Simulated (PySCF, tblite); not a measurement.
Isomers of C7H11O (doublet state), one GFN2-xTB conformer each. Single-point energies are computed at B3LYP/pcH-1 (PySCF, gas phase, no added dispersion term), electronic only. GFN2-xTB treats the open shell by occupation alone, and not every SCF solution was tested for stability.

```tsv
SMILES	GFN2-xTB relative energy (kJ/mol)
[CH2]C1=C[C@](C)(CO)C1	0.0
[CH2]OC(=C)[C@@H](C)C=C	77.9
[CH2]C[C@]12C[C@](O)(C1)C2	102.7
```

Conformers: `[CH2:1][C:2]1=[CH:3][C@:4]([CH3:5])([CH2:6][OH:7])[CH2:8]1` (doublet state) with H–C1–C2–C3 0° and 180°, C3–C4–C6–O7 -169°, C4–C6–O7–H 56°; `[CH2:1][O:2][C:3](=[CH2:4])[C@@H:5]([CH3:6])[CH:7]=[CH2:8]` (doublet state) with H–C1–O2–C3 178° and 6°, C1–O2–C3–C4 2°, O2–C3–C5–C6 -62°, C3–C5–C7–C8 111°; `[CH2:1][CH2:2][C@:3]12[CH2:4][C@:5]([OH:6])([CH2:7]1)[CH2:8]2` (doublet state) with H–C1–C2–C3 -85° and 85°, C1–C2–C3–C4 60°, C4–C5–O6–H -62°.

Task: What does B3LYP/pcH-1 give for the same structures?

Result: 
```tsv
SMILES	B3LYP/pcH-1 E (Eh)	B3LYP/pcH-1 (kJ/mol)	GFN2-xTB (kJ/mol)	point group
[CH2]C1=C[C@](C)(CO)C1	-348.52366	0.0	0.0	C1
[CH2]OC(=C)[C@@H](C)C=C	-348.50556	47.5	77.9	C1
[CH2]C[C@]12C[C@](O)(C1)C2	-348.47237	134.7	102.7	Cs
```

Both levels put the same isomer lowest; measured from each level's own lowest isomer, the values differ by up to 32.0 kJ/mol ([CH2]C[C@]12C[C@](O)(C1)C2: 102.7 against 134.7). 

Task: What happens when harmonic zero-point energies from GFN2-xTB frequencies are added?

Result: 
```
                    SMILES  ZPE (kJ/mol)  electronic (kJ/mol)  with ZPE (kJ/mol)
    [CH2]C1=C[C@](C)(CO)C1         416.5                  0.0                0.0
   [CH2]OC(=C)[C@@H](C)C=C         408.4                 47.5               39.3
[CH2]C[C@]12C[C@](O)(C1)C2         418.7                134.7              136.8
```

The zero-point energies span 10.3 kJ/mol. The order is unchanged.
